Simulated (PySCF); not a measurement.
Ionisation energy of Sc⁺ by level of theory

Sc⁺ [Ar] 3d1 4s1 (3D) → Sc²⁺ [Ar] 3d1 (2D), as a difference of total energies. Computed with PySCF 2.14 in aug-cc-pVDZ-DK (7s6p4d2f, 59 functions), with the spin-free X2C one-electron Hamiltonian (Gaussian nucleus). Correlated levels: valence: [Ar] frozen. The calculations carry no spin-orbit coupling.

```
           method  ionisation energy (eV)
              UHF                  12.232
              LDA                  13.284
              PBE                  13.125
             PBE0                  12.952
            wB97X                  12.410
             TPSS                  12.823
            B3LYP                  13.138
           B2PLYP                  12.759
    MP2 (valence)                  12.300
SCS-MP2 (valence)                  12.255
```

Problem. How much does correlation contribute at MP2 (valence)?

Solution. 12.300 − (12.232) = 0.068 eV, measured against UHF.

Errors of the correlated levels include the incompleteness of this basis and the frozen core.

For comparison: 12.800 eV (measured; NIST Atomic Spectra Database, ionization energies).
